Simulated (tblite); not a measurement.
Species: C6H7FN2Si.
Numbering: `[CH3:1][SiH2:2]/[C:3]([C:4]#[N:5])=[C:6](\[C:7]#[N:8])[CH2:9][F:10]` (hydrogens: H11, H12, H13 on C1; H14, H15 on Si2; H16, H17 on C9)

Computed with GFN2-xTB (tblite), gas phase: L-BFGS steps from a force-field or distance-geometry start until the largest atomic force falls under 0.01 eV/Å.

At the end of the run (lengths in Å): C1–Si2 1.894, Si2–C3 1.919, Si2–H15 1.464, C3–C4 1.401, C1–H11 1.086, C7≡N8 1.147, Si2–H14 1.463, Si2–C3–C4 116.3°, C1–Si2–C3 106.7°, Si2–C3–C6 123.4°, C4–C3–C6 120.3°, C1–Si2–C3–C4 110°, Si2–C3–C6–C7 0°, C3–C6–C9–F10 -134°, H16–C9–C6–C3 108°, H14–Si2–C3–C4 -10°.

Problem. These geometries were met on the way; a selection of coordinates is given. Order them by energy above the end point, lowest first.
A. C1–Si2 1.886, Si2–C3 1.924, Si2–H15 1.461, C3–C4 1.404, C1–H11 1.089, C7≡N8 1.146, Si2–H14 1.464, Si2–C3–C4 113.9°, C1–Si2–C3 108.4°, Si2–C3–C6 126.5°, C4–C3–C6 119.5°, C1–Si2–C3–C4 103°, Si2–C3–C6–C7 3°, C3–C6–C9–F10 -106°, H16–C9–C6–C3 136°, H14–Si2–C3–C4 -17°
B. C1–Si2 1.836, Si2–C3 1.863, Si2–H15 1.488, C3–C4 1.433, C1–H11 1.105, C7≡N8 1.157, Si2–H14 1.479, Si2–C3–C4 109.9°, C1–Si2–C3 112.0°, Si2–C3–C6 127.4°, C4–C3–C6 122.6°, C1–Si2–C3–C4 102°, Si2–C3–C6–C7 -1°, C3–C6–C9–F10 -107°, H16–C9–C6–C3 133°, H14–Si2–C3–C4 -21°
C. C1–Si2 1.894, Si2–C3 1.921, Si2–H15 1.462, C3–C4 1.404, C1–H11 1.087, C7≡N8 1.147, Si2–H14 1.463, Si2–C3–C4 114.5°, C1–Si2–C3 108.9°, Si2–C3–C6 125.2°, C4–C3–C6 120.3°, C1–Si2–C3–C4 102°, Si2–C3–C6–C7 2°, C3–C6–C9–F10 -106°, H16–C9–C6–C3 136°, H14–Si2–C3–C4 -18°
D. C1–Si2 1.888, Si2–C3 1.913, Si2–H15 1.448, C3–C4 1.403, C1–H11 1.082, C7≡N8 1.150, Si2–H14 1.456, Si2–C3–C4 111.4°, C1–Si2–C3 109.5°, Si2–C3–C6 126.1°, C4–C3–C6 122.5°, C1–Si2–C3–C4 102°, Si2–C3–C6–C7 2°, C3–C6–C9–F10 -107°, H16–C9–C6–C3 135°, H14–Si2–C3–C4 -18°
E. C1–Si2 1.910, Si2–C3 1.924, Si2–H15 1.432, C3–C4 1.388, C1–H11 1.066, C7≡N8 1.166, Si2–H14 1.447, Si2–C3–C4 111.5°, C1–Si2–C3 109.1°, Si2–C3–C6 125.1°, C4–C3–C6 123.4°, C1–Si2–C3–C4 102°, Si2–C3–C6–C7 2°, C3–C6–C9–F10 -107°, H16–C9–C6–C3 135°, H14–Si2–C3–C4 -17°

Solution. C (0.019 eV), A (0.032 eV), D (0.063 eV), E (0.122 eV), B (0.206 eV).

| step | E above end (eV) | rms distance from the end, all atoms (Å) | largest force (eV/Å) | rms shift of all bonds from the end (Å) |
| --- | --- | --- | --- | --- |
| 15 | 0.019 | 0.226 | 0.065 | 0.002 |
| 6 | 0.032 | 0.233 | 0.579 | 0.004 |
| 3 | 0.063 | 0.235 | 0.537 | 0.006 |
| 2 | 0.122 | 0.235 | 2.289 | 0.014 |
| 0 | 0.206 | 0.237 | 2.075 | 0.024 |

Rows stand in the order of the answer.
